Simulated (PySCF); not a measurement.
WCl₂, SMILES [Cl][W][Cl] (connectivity only; charge and spin as stated), neutral, multiplicity 3.

The structure is a stationary point at PBE0-D3(BJ)/def2-TZVP. The spin state was assumed, not searched. The def2 effective core potentials stand for the cores of W; spin–orbit coupling is left out.

Computed with PBE0-D3(BJ)/def2-TZVP in PySCF.

Frequencies are harmonic and unscaled.

Modes within 1.5 cm⁻¹ of each other (mostly degenerate sets) share a row, with their intensities summed.

Computed harmonic wavenumbers and intensities:
| mode | ν (cm⁻¹) | IR (km/mol) | moving atoms (share of kinetic energy) |
|---|---|---|---|
| 1–2 | 36 | 0.1 | Cl 72 %, W 28 % |
| 3 | 416 | 0.0 | Cl 100 % |
| 4 | 427 | 125.4 | Cl 72 %, W 28 % |
